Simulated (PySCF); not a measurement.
**Assignment exercise: C5H6Cl2O2**

Bonds (- single, = double, # triple, : aromatic): C1=C2 1.319 Å, C2-O3 1.381 Å, O3-C4 1.336 Å, C4=O5 1.200 Å, C4-C6 1.522 Å, C6-C7 1.517 Å, C7-Cl8 1.776 Å, C7-Cl9 1.779 Å. C1 carries H10, H11; C2 carries H12; C6 carries H13, H14; C7 carries H15. H10 is cis to O3; H11 is trans to O3.

PySCF 2.14 calculation with GFN2-xTB structure and NMR shieldings at PBE0/pcSseg-1/GIAO; relativity neglected, one computed conformer, averaged over atoms made equivalent by symmetry, fast rotation or ring inversion, isolated molecule.

Shifts are taken against calculated references (same method and geometry level): 13C (σ = 186.93 ppm), 1H (σ = 31.72 ppm) vs TMS.

Q: Assign these signals to the numbered atoms. 13C{1H} NMR (computed): δ 171.0, 149.0, 104.3, 83.5, 53.9.

A: 
| δ (ppm) | atoms | environment | reason |
| --- | --- | --- | --- |
| 171.0 | C4 | ester carbonyl carbon | lone-pair donation from the attached heteroatom keeps it upfield of a ketone carbonyl |
| 149.0 | C2 | alkene carbon bearing oxygen | an sp2 carbon further deshielded by the attached heteroatom |
| 104.3 | C1 | β carbon of an enol-ether or enamine type C=C | the O or N lone pair pushes π density onto this β carbon and shields it |
| 83.5 | C7 | sp3 CH bonded to 2 Cl | 2 electronegative neighbours deshield it |
| 53.9 | C6 | sp3 CH2 α to a carbonyl | α to the electron-withdrawing carbonyl group |

Q: Assign these signals to the numbered atoms. 1H NMR (400 MHz, computed): δ 7.91 (m, 1H), 6.39 (t, 1H), 5.26 (m, 1H), 5.03 (m, 1H), 3.17 (d, 2H).

A: 
7.91 → H12, hydrogen on an alkene carbon bearing oxygen: a vinylic proton, deshielded by the sp2 carbon and the C=C anisotropy
6.39 → H15, hydrogen on an sp3 CH bonded to 2 Cl: its carbon carries Cl, which withdraws density
5.26 → H10, hydrogen on a β carbon of an enol-ether or enamine type C=C: olefinic region
5.03 → H11, hydrogen on a β carbon of an enol-ether or enamine type C=C
3.17 → H13/H14, hydrogen on an sp3 CH2 α to a carbonyl: α to C=O

Carbons that carry Cl, above all several Cl atoms, come out too deshielded, partly because spin–orbit coupling is missing. Shifts are as computed. Against solution values, carbons near 30 ppm lie about +3 ppm off and those near 130 ppm about +5 ppm; carbons on Cl a further +6 ppm. Of 1309 compounds with measured shifts, 239 miss one by over three times the rms of a fit or turn the order of signals round; such compounds aren't used in these exercises. Multiplicities follow the n + 1 count of equivalent neighbours, as no J values were calculated; m marks all less simple cases, F and P coupling included.
